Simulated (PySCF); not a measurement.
Computed IR spectrum (relative IR intensity) of a molecule CH4ClF2NSi. Coordinates come from a PBE-D3(BJ)/def2-SVP optimisation. The values are those of a single conformer. Computed with PBE-D3(BJ)/def2-SVP in PySCF. Frequencies are harmonic and unscaled.

Lines under 2 % of the strongest are left out, and lines within 2 cm⁻¹ are merged.

ν (cm⁻¹): 114 (vw), 251 (vw), 298 (vw), 308 (m), 382 (s), 396 (w), 535 (m), 782 (vs), 900 (vs), 934 (s), 1064 (w), 1148 (s), 1359 (m), 1403 (vw), 1418 (vw), 1450 (w), 2942 (m), 3012 (m), 3065 (w), 3524 (m) (against the strongest line: vs over 80 %, s over 45 %, m over 15 %, w over 4 %, vw less)

### Question
Pick the molecule that these values belong to.
A. N[Si@H](Cl)C(F)F
B. N[Si@@](F)(Cl)CF
C. NC[Si](F)(F)Cl
D. CN[Si](F)(F)Cl

### Answer
D, CN[Si](F)(F)Cl
